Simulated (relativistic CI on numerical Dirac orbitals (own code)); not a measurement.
# What each ingredient does to the levels of Ne9+

Base calculation: Dirac-Coulomb-Breit CI, KLI orbitals optimised for each configuration, model QED.

Configuration list: 1s, 2s, 2p, 3s, 3p, 3d, 4s, 4p, 4d, 4f, 5s, 5p, 5d, 5f, 5g, 6s, 6p, 6d. Levels of other configurations are missing.

The lowest level and the first level of each name with at least 55 % of one term (blank where a level has no safe partner in the second run):

```csv
Level,Base (eV),Shift (eV)
1s 2S_1/2,0.00,0.00
2p 2P°_1/2,1021.50,-1.10
2s 2S_1/2,1021.52,-1.12
2p 2P°_3/2,1021.95,-1.56
3p 2P°_1/2,1210.83,-1.47
3s 2S_1/2,1210.83,-1.47
3d 2D_3/2,1210.96,-1.60
3p 2P°_3/2,1210.96,-1.60
3d 2D_5/2,1211.01,-1.65
4p 2P°_1/2,1277.07,-1.58
4s 2S_1/2,1277.08,-1.58
4d 2D_3/2,1277.13,-1.63
4p 2P°_3/2,1277.13,-1.63
4f 2F°_5/2,1277.15,-1.65
4d 2D_5/2,1277.15,-1.65
4f 2F°_7/2,1277.16,-1.66
5p 2P°_1/2,1307.73,-1.62
5s 2S_1/2,1307.73,-1.62
5d 2D_3/2,1307.76,-1.65
5p 2P°_3/2,1307.76,-1.65
5f 2F°_5/2,1307.77,-1.66
5d 2D_5/2,1307.77,-1.66
```

(1) One thing was changed in a second run, which moved the levels as shown. Which?
A. QED terms removed
B. configuration mixing switched off
C. non-relativistic limit
D. Breit term removed

Answers

(1) C. Non-relativistic limit. Without relativity the fine structure collapses and s electrons lose their extra binding.
